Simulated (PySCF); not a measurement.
Computed shifts of a molecule CH6Cl2Si2, PBE/pcSseg-1 run with PySCF, GIAO, gas phase, atoms alike by connectivity averaged where their shifts nearly agree, in ppm (number of nuclei): ²⁹Si: 31.7 (1), -78.6 (1). ¹³C: 4.8 (1). ¹H: 6.53 (1), 4.45 (3), 0.67 (2). References: ²⁹Si against TMS (σ = 335.4 ppm); ¹³C against TMS (σ = 182.0 ppm); ³⁵Cl against HCl (σ = 936.5 ppm); ¹H against TMS (σ = 31.49 ppm), references at their B3LYP-D3(BJ)/def2-TZVP geometries, non-relativistic (without spin–orbit terms, shifts of atoms bonded to Cl or Br come out too high). Geometry optimised at r2SCAN-D4/def2-SVP. The values are those of a single conformer.

Q: Pick the molecule that these values belong to.
A) C[SiH2][SiH](Cl)Cl
B) [SiH3]C[SiH](Cl)Cl
C) Cl[SiH2]C[SiH2]Cl
D) C[Si]([SiH3])(Cl)Cl

A: B, [SiH3]C[SiH](Cl)Cl
